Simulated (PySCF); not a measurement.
Species: C7H13FO2.
Geometry (PBE0-D3(BJ)/def2-SVP, Å), atoms numbered from 1 in this order:
```
atom  x, y, z in Å
C1     2.5144   -0.0052   -0.7280
C2     1.7897    0.9863    0.1539
O3     0.7609    0.3587    0.9240
C4    -0.4254    0.2249    0.2897
O5    -1.0842    1.3803    0.0530
C6    -1.1512    2.2987    1.1233
C7    -0.9300   -0.9631   -0.0914
C8    -2.2741   -1.0947   -0.7342
C9    -0.1058   -2.1963    0.0365
F10    0.3305   -2.6209   -1.2131
H11    3.2610    0.5133   -1.3487
H12    3.0371   -0.7610   -0.1231
H13    1.8145   -0.5310   -1.3943
H14    2.4723    1.4425    0.8865
H15    1.3485    1.7997   -0.4473
H16   -1.7612    3.1414    0.7744
H17   -0.1558    2.6691    1.4151
H18   -1.6308    1.8449    2.0071
H19   -2.7877   -0.1277   -0.7976
H20   -2.1678   -1.4989   -1.7544
H21   -2.9131   -1.8006   -0.1765
H22    0.7742   -2.0248    0.6718
H23   -0.7036   -3.0206    0.4632
```

All values: PBE0/pcSseg-1 (PySCF, non-relativistic), on one gas-phase PBE0-D3(BJ)/def2-SVP geometry that isn't relaxed in the solvent. The solvent is an IEF-PCM continuum (van der Waals radii × 1.2). Only the electrostatic response of the medium enters.

Gas phase at PBE0/pcSseg-1: HOMO -6.45 eV, LUMO 0.56 eV, dipole 2.68 D.

Q: What does the continuum do to the energy, the frontier levels and the dipole at PBE0/pcSseg-1 in cyclohexane and acetonitrile?

A: 
```tsv
solvent	ε	E(solvent) − E(gas) (kcal/mol)	polarisation term (kcal/mol)	distortion of the solute (kcal/mol)	HOMO (eV)	LUMO (eV)	dipole (D)
cyclohexane	2.017	-2.05	-2.14	0.09	-6.45	0.56	2.93
acetonitrile	35.69	-5.08	-5.72	0.64	-6.52	0.51	3.31
```

Polarisation term: ½ Σ q·V over the induced surface charges. Distortion: the rise of the solute's own energy as its density leaves the gas-phase optimum. From cyclohexane to acetonitrile the lowering changes by a factor 2.48, Onsager's factor (ε − 1)/(2ε + 1) by 2.37 and ε itself by 17.7.

Q: Which radius a makes the point-dipole formula ΔE = −[(ε − 1)/(2ε + 1)]·μ²/a³ give the value in acetonitrile, with the gas-phase dipole?

A: μ = 1.055 au and |ΔE| = 0.00810 Eh give a = 2.14 Å; the farthest nucleus lies 3.68 Å from the centroid of the nuclei, so such a sphere wouldn't even hold the nuclei. The formula assumes a rigid point dipole at the centre of a sphere.

Q: Give the dipole vector in the frame of the coordinates (D, pointing from negative to positive charge), gas and acetonitrile.

A: Gas (0.23, 2.20, 1.51), solvent (0.34, 2.66, 1.94). Its length changes by +23 % and its direction by 2°.

Q: Which IAO charges (PBE0/pcSseg-1) respond most in acetonitrile (means over atoms taken as equivalent)?

A: 
```
      atoms                      environment  gas (e)  solvent (e)  change
        F10                   alkyl fluorine   -0.341       -0.355  -0.014
         O5                     ether oxygen   -0.354       -0.363  -0.009
         C7  fully substituted alkene carbon   -0.098       -0.107  -0.009
         O3                     ether oxygen   -0.375       -0.384  -0.009
    H14/H15               methylene hydrogen   +0.138       +0.146  +0.008
    H22/H23               methylene hydrogen   +0.140       +0.149  +0.009
H16/H17/H18                  methyl hydrogen   +0.143       +0.150  +0.007
         C6                   methoxy carbon   -0.200       -0.207  -0.007
         C9                   sp3 C–F carbon   +0.035       +0.029  -0.006
         C8                   allylic carbon   -0.417       -0.421  -0.004
         C4    vinylic carbon bearing oxygen   +0.356       +0.358  +0.002
         C2       sp3 carbon bound to oxygen   -0.049       -0.051  -0.002
```

Q: Which Mayer bond orders change most in acetonitrile?

A: 
```tsv
bond	length (Å)	gas	solvent	change
C9–F10	1.390	0.864	0.843	-0.021
O5–C6	1.412	0.891	0.875	-0.016
C2–O3	1.430	0.854	0.840	-0.014
C4–O5	1.351	1.013	1.019	+0.006
C4–C7	1.346	1.682	1.677	-0.005
O3–C4	1.352	1.015	1.019	+0.004
C1–H13	1.100	0.944	0.947	+0.003
C2–H14	1.100	0.956	0.953	-0.003
```

Hardware: Arm Neoverse V2, one thread (shared host). Cost: 59 s wall, 1.3 GiB resident at most. This is the whole shielding run at PBE0/pcSseg-1 in acetonitrile, SCF included.
